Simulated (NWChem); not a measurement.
Species: C$_{2}$H$_{3}$F$_{3}$Si; SMILES F[SiH2]C=C(F)F

```xyz
9

F     -0.3063     2.3542    -0.8875
Si     0.4373     1.3955     0.1981
C     -0.5047    -0.1815     0.4130
C     -0.1994    -1.3274    -0.1920
F     -0.8461    -2.4530    -0.0458
F      0.7980    -1.5021    -1.0204
H      0.4531     2.1339     1.4888
H      1.8093     1.1230    -0.3029
H     -1.3805    -0.2261     1.0658
```
Atoms are numbered in this order, from 1.

Level: PBE0/def2-SVP (NWChem), optimised geometry, unscaled harmonic frequencies. 

| frequency (cm⁻¹) | IR intensity (km/mol) |
|---|---|
| 37 | 1.3 |
| 114 | 1.6 |
| 164 | 0.9 |
| 314 | 7.8 |
| 430 | 20.1 |
| 541 | 38.8 |
| 639 | 21.5 |
| 674 | 1.6 |
| 753 | 28.8 |
| 811 | 56.9 |
| 827 | 7.8 |
| 872 | 19.2 |
| 933 | 295.0 |
| 961 | 187.2 |
| 1000 | 46.2 |
| 1197 | 19.1 |
| 1393 | 228.6 |
| 1785 | 578.7 |
| 2274 | 93.9 |
| 2283 | 111.9 |
| 3226 | 7.5 |

- zero-point energy: 30.3 kcal/mol
- thermal correction to the enthalpy at 298.15 K (with zero-point energy): 35.1 kcal/mol
- heat capacity Cv: 21.9 cal/(mol K)
- entropy at 298.15 K and 1 atm (symmetry number 1): 83.5 cal/(mol K)
- dipole moment: 1.51 D

Rigid rotor and harmonic oscillator; modes under 100 cm⁻¹ make the entropy uncertain.
